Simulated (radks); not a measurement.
Results of a calculation; reference values are marked as such.
Q: The mean radii <r> (bohr) of the occupied orbitals of an atom or ion are listed with their occupations. Level of theory: scalar-relativistic Kohn-Sham, LB94 model potential, spin-polarised, spherical densities, finite nucleus; Fermi nuclear charge, rms radius of each element as measured or else 0.836 A^(1/3) + 0.57 fm (a radial shooting solver on a logarithmic mesh with Libxc functionals).

| orbital | occ. | <r> |
|---|---|---|
| 1s | 2 | 0.01577 |
| 2s | 2 | 0.06626 |
| 2p | 6 | 0.06028 |
| 3s | 2 | 0.1686 |
| 3p | 6 | 0.1697 |
| 3d | 10 | 0.1528 |
| 4s | 2 | 0.3314 |

Name the element and its charge. Open shells, if any, are filled with parallel spins first.

A: Z = 83, bismuth, charge +53: Bi53+ in [Ar] 3d10 4s2. The 1s radius gives Z: for a bare nucleus <r> = (2 gamma + 1)/(2Z) with gamma = sqrt(1 - (Z/c)^2), 0.01561 bohr for Z = 83, and screening makes it slightly larger (0.01577 here). The occupations add up to 30, and the charge is Z minus that.
